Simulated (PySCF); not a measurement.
A calculated (BP86, PySCF 2.14, cc-pVTZ-DK, the spin-free X2C one-electron Hamiltonian (Gaussian nucleus)) atom or ion has these occupied shells.

```json
{"shell": "1s α", "electrons": "1", "orbital energy (eV)": "-4875.4", "rms radius, mean of both spins (bohr)": "0.0804"}
{"shell": "1s β", "electrons": "1", "orbital energy (eV)": "-4875.3", "rms radius, mean of both spins (bohr)": "0.0804"}
{"shell": "2s α", "electrons": "1", "orbital energy (eV)": "-544.46", "rms radius, mean of both spins (bohr)": "0.353"}
{"shell": "2s β", "electrons": "1", "orbital energy (eV)": "-543.92", "rms radius, mean of both spins (bohr)": "0.353"}
{"shell": "2p α", "electrons": "3", "orbital energy (eV)": "-451.80", "rms radius, mean of both spins (bohr)": "0.322"}
{"shell": "2p β", "electrons": "3", "orbital energy (eV)": "-451.37", "rms radius, mean of both spins (bohr)": "0.322"}
{"shell": "3s α", "electrons": "1", "orbital energy (eV)": "-70.518", "rms radius, mean of both spins (bohr)": "1.08"}
{"shell": "3s β", "electrons": "1", "orbital energy (eV)": "-68.805", "rms radius, mean of both spins (bohr)": "1.08"}
{"shell": "3p α", "electrons": "3", "orbital energy (eV)": "-46.762", "rms radius, mean of both spins (bohr)": "1.18"}
{"shell": "3p β", "electrons": "3", "orbital energy (eV)": "-45.037", "rms radius, mean of both spins (bohr)": "1.18"}
{"shell": "3d α", "electrons": "2", "orbital energy (eV)": "-12.594", "rms radius, mean of both spins (bohr)": "1.72"}
{"shell": "4s α", "electrons": "1", "orbital energy (eV)": "-11.053", "rms radius, mean of both spins (bohr)": "3.33"}
```

Question: Name the element and its charge.

Answer: Ti⁺ (titanium, charge +1), in [Ar] 3d2 4s1, high-spin 4F determinant.
